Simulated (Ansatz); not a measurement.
Reaction (atomization): `C[S][Al]([F])[Cl]` → Al• + C• + Cl• + F• + 3 H• + S•

Gas-phase electronic energies from Ansatz, PBE0-D4/def2-TZVP geometries. CCSD(T)/CBS is the MP2 limit (def2-TZVPP, def2-QZVPP) plus CCSD(T) − MP2 in def2-TZVPP, frozen cores. This one scheme is used for every species, atoms too. DFT in def2-TZVPP. Open shells (•) are unrestricted, without spin–orbit coupling. Spin–orbit coupling would lower the free atoms: a little for Al, C, Cl, F, S. Each species was taken in one conformer, which may not be the lowest.

```tsv
level	ΔE (kcal/mol)
PBE-D4	713.1
B97M-V	710.9
CAM-B3LYP-D4	700.8
B2PLYP	693.6
CAM-B3LYP	696.7
LC-ωPBE	699.3
HF/def2-QZVPP	529.3
SCS-MP2/def2-QZVPP	708.9
```

(1) What does CCSD(T)/CBS give? (Best estimate.)

Largest T1 diagnostic among the species: 0.018.

## Answers

(1) Computed: +706.7 kcal/mol. The listed levels differ from it by 6.4, 4.2, -5.9, -13.1, -10.0, -7.4, -177.4, 2.2 kcal/mol.

From PBE to PBE0 (25 % exact exchange), in def2-TZVPP and without D4, ΔE moves by −10.3 kcal/mol: exact exchange takes away binding that semilocal exchange gives to molecules. In def2-TZVPP, CCSD(T) changes the Hartree–Fock value by +157.3 kcal/mol (the triples alone add +11.4 kcal/mol) and MP2 by +177.4 kcal/mol; breaking electron pairs costs correlation energy, which Hartree–Fock lacks.

For atomizations the MP2-based limit and the directly extrapolated one differ by several kJ/mol either way, and by 10 to 25 for some Ge, Se and Sn compounds, so smaller differences from it don't rank the levels.
